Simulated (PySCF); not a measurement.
CH2N, neutral, multiplicity 2. Atoms are numbered in the order given.

```xyz
4

C     -0.1929    -0.6163     0.0000
N      0.1728     0.5550     0.0000
H      0.4727    -1.4868     0.0000
H     -0.5249     1.2997     0.0000
```
Charge 0, spin multiplicity 2.

Geometry optimised at B3LYP-D3(BJ)/def2-TZVPD.

Computed with B3LYP/def2-TZVPD run with PySCF.

Mulliken values depend strongly on the basis, most of all with diffuse functions as here. ESP charges are fitted to the potential on shells at 1.4 to 2.0 van der Waals radii. Atomic charges (e):

```
atom  meta-Löwdin  ESP fit  Mulliken spin
----  -----------  -------  -------------
C1          -0.08    -0.18           0.64
N2          -0.30    -0.38           0.20
H3           0.13     0.22           0.10
H4           0.25     0.33           0.05
```
